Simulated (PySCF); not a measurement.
CH5FOSi2, SMILES F[Si@H]1CO[SiH2]1.

Geometry: B3LYP-D3(BJ)/def2-SVP. The structure was generated by enumeration; whether it is a known compound was not checked.

Two levels are set side by side: PBE/def2-TZVP (PySCF) and B3LYP/def2-TZVP (PySCF). Same geometry, gas phase. Differences are taken from unrounded values.

```tsv
quantity	PBE
orbital gap (eV)	4.96
highest occupied level (eV)	-6.59
lowest empty level (eV)	-1.64
dipole moment (D)	0.78
mean polarisability (bohr³)	67.9
```

Question: These are the PBE values. What does B3LYP give? (The exact figures need the calculation; the answer reports its results.)

Answer: 
```json
[
 {"quantity": "orbital gap (eV)", "B3LYP": "6.70", "PBE minus B3LYP": "-1.74"},
 {"quantity": "highest occupied level (eV)", "B3LYP": "-7.65", "PBE minus B3LYP": "1.06"},
 {"quantity": "lowest empty level (eV)", "B3LYP": "-0.96", "PBE minus B3LYP": "-0.68"},
 {"quantity": "dipole moment (D)", "B3LYP": "0.89", "PBE minus B3LYP": "-0.11"},
 {"quantity": "mean polarisability (bohr³)", "B3LYP": "65.4", "PBE minus B3LYP": "2.4"}
]
```

Without exact exchange PBE keeps part of each electron's self-repulsion, which lifts occupied levels and narrows the gap. PBE's more diffuse valence density responds more strongly to a field. Differences between two approximate levels are no errors against the true value.

Rough cost on one machine, each run with all the roots and properties that it gave: B3LYP against PBE within a factor of 2.
